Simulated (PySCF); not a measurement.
Compound: C4H8N2Si2.
Geometry (GFN2-xTB, Å), atoms numbered from 1 in this order:
```xyz
16
C4H8N2Si2 angstrom
C     -1.849    1.673   -1.069
C     -1.052    1.024   -0.235
C     -0.328   -0.222   -0.559
Si    -0.540   -1.698    0.670
N      1.201   -1.614    0.816
Si     1.564   -0.255   -0.204
C      2.170    1.212    0.781
N      2.542    2.108    1.390
H     -2.359    2.577   -0.786
H     -2.020    1.322   -2.074
H     -0.898    1.408    0.766
H     -0.553   -0.504   -1.590
H     -1.243   -1.398    1.915
H     -0.988   -2.954    0.072
H      1.820   -2.179    1.372
H      2.526   -0.492   -1.278
```

Computed at PBE0/pcSseg-1 (PySCF, non-relativistic), with Q(14N) = 0.02044 b: N5, 14N (I = 1): χzz = -3.240 MHz, η = 0.284; N8, 14N (I = 1): χzz = -5.611 MHz, η = 0.043.

Q: Find the zero-field quadrupole resonance frequencies of 14N at N5.

A: From ν± = (3/4)|χ|(1 ± η/3) and ν0 = |χ|η/2: ν+ 2.660 MHz, ν− 2.201 MHz, ν0 0.459 MHz (nitrogen bridging silicon atoms).

Q: Where would the pure quadrupole (NQR) lines of 14N at N8 fall for the rigid, isolated species?

A: From ν± = (3/4)|χ|(1 ± η/3) and ν0 = |χ|η/2: ν+ 4.268 MHz, ν− 4.149 MHz, ν0 0.120 MHz (cyano nitrogen).

In a crystal, neighbours and librations shift these lines. GFN2-xTB bond lengths can be off by several hundredths of an ångström, more for odd bonds, and the gradients follow them. These gradients aren't converged with respect to the basis.

One conformer stands for the species.
